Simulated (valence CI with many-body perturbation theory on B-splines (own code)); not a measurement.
# Level structure of Nd XXXIX

Computed by configuration interaction combined with many-body perturbation theory (CI+MBPT): four valence electrons over a frozen Dirac-Fock core [Ar], a basis of 7 s, 7 p, 8 d, 6 f, 4 g, 1 h functions for each j, with the one-electron correlation potential Σ1 (screened to all orders), the two-electron term Σ2, the three-electron term Σ3, Breit, model QED; selected single and double excitations, second order for the rest, scaled by the run's own slope (own B-spline code, finite nucleus).

No measured spectrum was set against this ion. As an estimate, large intervals hold to a few tenths of a per cent, small ones and those within an open d or f shell to about a per cent. Only levels of the ground parity were solved; by the run's estimate the other parity begins above the list, which can be wrong where configurations are misplaced.

Levels 1 to 34 of 34, with energies above the lowest level, (3d3/2^4) J=0. "Leading %" is the weight of the configuration and term that name the level; weights of strongly mixed levels are sums over their largest components and can fall short. In the jj column 3d3/2^4 stands for four electrons in 3d with j = 3/2. Lifetimes count E1, E2, E3, M1 and M2 decay at the calculated energies, and are blank where another channel may lead or the interval is too uncertain; long ones can be off by a factor of two.

| No. | Configuration | Term | J | E (eV) | Leading % | Leading jj | Lifetime |
| --- | --- | --- | --- | --- | --- | --- | --- |
| 1 | 3d4 | 3P | 0 | 0.00 | 56 | 3d3/2^4 (96 %) |  |
| 2 | 3d4 | 5D | 1 | 19.74 | 66 | 3d3/2^3 3d5/2 (97 %) | 8.86 μs |
| 3 | 3d4 | 5D | 2 | 28.69 | 59 | 3d3/2^3 3d5/2 (76 %) | 97.1 μs |
| 4 | 3d4 | 3F | 4 | 29.23 | 31 | 3d3/2^3 3d5/2 (95 %) |  |
| 5 | 3d4 | 5D | 3 | 31.97 | 37 | 3d3/2^3 3d5/2 (80 %) | 1.91 ms |
| 6 | 3d4 | 5D | 0 | 46.57 | 62 | 3d3/2^2 3d5/2^2 (95 %) | 2.45 μs |
| 7 | 3d4 | 5D | 4 | 48.60 | 42 | 3d3/2^2 3d5/2^2 (92 %) | 8.40 μs |
| 8 | 3d4 | 5D | 2 | 49.28 | 31 | 3d3/2^2 3d5/2^2 (81 %) | 4.15 μs |
| 9 | 3d4 | 3G | 3 | 50.50 | 44 | 3d3/2^2 3d5/2^2 (80 %) | 7.68 μs |
| 10 | 3d4 | 3H | 5 | 53.73 | 69 | 3d3/2^2 3d5/2^2 (100 %) | 14.8 μs |
| 11 | 3d4 | 3P | 1 | 55.93 | 50 | 3d3/2^2 3d5/2^2 (89 %) | 5.48 μs |
| 12 | 3d4 | 3H | 6 | 56.03 | 54 | 3d3/2^2 3d5/2^2 (98 %) | 18.2 ms |
| 13 | 3d4 | 3G | 4 | 59.57 | 60 | 3d3/2^2 3d5/2^2 (96 %) |  |
| 14 | 3d4 | 3F | 3 | 60.24 | 43 | 3d3/2^2 3d5/2^2 (91 %) | 9.20 μs |
| 15 | 3d4 | 3D | 2 | 60.71 | 38 | 3d3/2^2 3d5/2^2 (93 %) | 23.9 μs |
| 16 | 3d4 | 3F | 2 | 69.67 | 42 | 3d3/2^2 3d5/2^2 (86 %) | 3.72 μs |
| 17 | 3d4 | 3F | 4 | 71.42 | 50 | 3d3/2^2 3d5/2^2 (54 %) | 5.80 μs |
| 18 | 3d4 | 3F | 3 | 77.42 | 47 | 3d3/2 3d5/2^3 (92 %) | 2.61 μs |
| 19 | 3d4 | 3F | 4 | 78.91 | 36 | 3d3/2 3d5/2^3 (53 %) | 4.06 μs |
| 20 | 3d4 | 3G | 5 | 81.26 | 69 | 3d3/2 3d5/2^3 (100 %) | 5.57 μs |
| 21 | 3d4 | 3D | 1 | 81.26 | 63 | 3d3/2 3d5/2^3 (92 %) | 1.96 μs |
| 22 | 3d4 | 3P | 2 | 81.35 | 52 | 3d3/2^2 3d5/2^2 (80 %) | 25.9 μs |
| 23 | 3d4 | 1I | 6 | 82.23 | 54 | 3d3/2 3d5/2^3 (98 %) | 6.25 μs |
| 24 | 3d4 | 3P | 0 | 85.73 | 53 | 3d3/2 3d5/2^3 (70 %) | 4.38 μs |
| 25 | 3d4 | 3F | 2 | 88.25 | 55 | 3d3/2 3d5/2^3 (79 %) | 2.84 μs |
| 26 | 3d4 | 1F | 3 | 89.54 | 39 | 3d3/2 3d5/2^3 (95 %) | 4.08 μs |
| 27 | 3d4 | 3F | 3 | 100.16 | 68 | 3d3/2 3d5/2^3 (99 %) | 5.07 μs |
| 28 | 3d4 | 1S | 0 | 100.30 | 60 | 3d3/2^2 3d5/2^2 (59 %) | 7.37 μs |
| 29 | 3d4 | 3P | 1 | 100.69 | 93 | 3d3/2 3d5/2^3 (97 %) | 3.08 μs |
| 30 | 3d4 | 1G | 4 | 101.32 | 75 | 3d3/2 3d5/2^3 (87 %) | 3.17 μs |
| 31 | 3d4 | 1D | 2 | 103.99 | 63 | 3d3/2 3d5/2^3 (62 %) | 3.85 μs |
| 32 | 3d4 | 3F | 4 | 109.98 | 50 | 3d5/2^4 (88 %) | 1.85 μs |
| 33 | 3d4 | 1D | 2 | 120.48 | 53 | 3d5/2^4 (69 %) | 1.80 μs |
| 34 | 3d4 | 1S | 0 | 140.32 | 63 | 3d5/2^4 (76 %) | 1.18 μs |

The ionisation energy to 3d3 4F_3/2 of the next ion comes out as 2758.8 eV (NIST: 2758 ± 4 eV (theoretical)). All 34 levels together are meant to be complete up to 145.93 eV.
